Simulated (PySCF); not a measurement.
C₇H₁₀F (doublet state).
Cartesian coordinates in Å at the GFN2-xTB level; atoms count from 1:
```
atom  x, y, z in Å
C1     3.3263   -0.0945    0.6293
C2     2.2068    0.2887    0.8091
C3     0.8189    0.7111    0.9560
C4     0.0312    0.1772   -0.1932
C5    -0.7057   -1.1036   -0.0745
C6    -2.1530   -0.8732    0.4039
C7    -0.0735    1.0007   -1.4139
F8    -0.9413    2.0923   -1.2247
H9     4.3169   -0.4156    0.5028
H10    0.4364    0.3275    1.9061
H11    0.7852    1.8052    0.9735
H12   -0.7408   -1.6084   -1.0443
H13   -0.1997   -1.7592    0.6384
H14   -2.1553   -0.4245    1.3942
H15   -2.6897   -1.8178    0.4451
H16   -2.6699   -0.2033   -0.2783
H17    0.8858    1.4585   -1.6880
H18   -0.4873    0.4452   -2.2604
```

The hyperfine couplings belong to this conformer and change with its torsions.

The species is `C#CC[C](CC)CF` [radical].

Level of theory: PySCF, UKS B3LYP, pcH-1 on C F H, non-relativistic, mean-field spin-orbit, GIAO. Geometry: GFN2-xTB, one conformer, isolated molecule. Couplings are sensitive to structure, and on GFN2-xTB geometries they can be far from those on DFT ones. Stability of the SCF solution: not tested.

Principal values of hyperfine tensors in MHz (contact and dipolar terms together), for some of the nuclei:

| atom | isotope | A1 | A2 | A3 |
| --- | --- | --- | --- | --- |
| F8 | 19F | 200.78 | 206.36 | 510.70 |
| C4 | 13C | 13.27 | 13.45 | 252.26 |
| C2 | 13C | 82.04 | 83.91 | 94.31 |
| C6 | 13C | 74.91 | 75.02 | 92.05 |
| H12 | 1H | 31.96 | 32.27 | 45.68 |
| H11 | 1H | 30.60 | 30.90 | 43.98 |
| C5 | 13C | -32.72 | -29.86 | -28.58 |
| H13 | 1H | 22.17 | 22.58 | 35.56 |

Question: Give the isotropic coupling of each nucleus in MHz and in mT (g = 2.0023), and the anisotropic part.

Answer: a_iso is a third of the trace, T = A − a_iso, and a(mT) = a(MHz)/(g × 13.996).

```
atom  a_iso (MHz)  a_iso (mT)       T1      T2      T3
  F8       305.95      10.917  -105.17  -99.58  204.75
  C4        92.99       3.318   -79.72  -79.55  159.27
  C2        86.75       3.096    -4.71   -2.85    7.56
  C6        80.66       2.878    -5.75   -5.64   11.39
 H12        36.64       1.307    -4.67   -4.37    9.04
 H11        35.16       1.255    -4.56   -4.26    8.82
  C5       -30.39      -1.084    -2.33    0.52    1.81
 H13        26.77       0.955    -4.59   -4.19    8.79
```

Question: What spin density at the nucleus of H11 lies behind its contact coupling (g_N = 5.58569)?

Answer: a_FC = 800.24 MHz bohr³ × g_N × ρ(0)/(2S). With a_FC = 35.16 MHz and 2S = 1, ρ(0) = 0.007866 bohr⁻³. In magnitude that is 2.5 % of the 1/π = 0.318 of a free hydrogen atom.

Question: H17 (1H, g_N = 5.58569) isn't in the table. Its spin density at the nucleus is 0.009796 bohr⁻³. What is its contact coupling?

Answer: By the same relation, a_FC = 43.8 MHz. Its full tensor has the principal values 37.10, 41.28, 52.98 MHz.

Question: Which nucleus of the table has the largest anisotropic coupling, and what is its form?

Answer: F8: -105.2, -99.6, 204.8 MHz, nearly axial, close to the ratio −1:−1:+2.

Question: In a single crystal, with the field along each principal axis of the tensor of C4 in turn, what first-order splitting does this nucleus give (isotropic g, quadrupole terms neglected)?

Answer: 2 lines (I = 1/2), spaced by |A_i|/(g × 13.996): 0.47, 0.48, 9.00 mT along the axes of A1, A2 and A3.
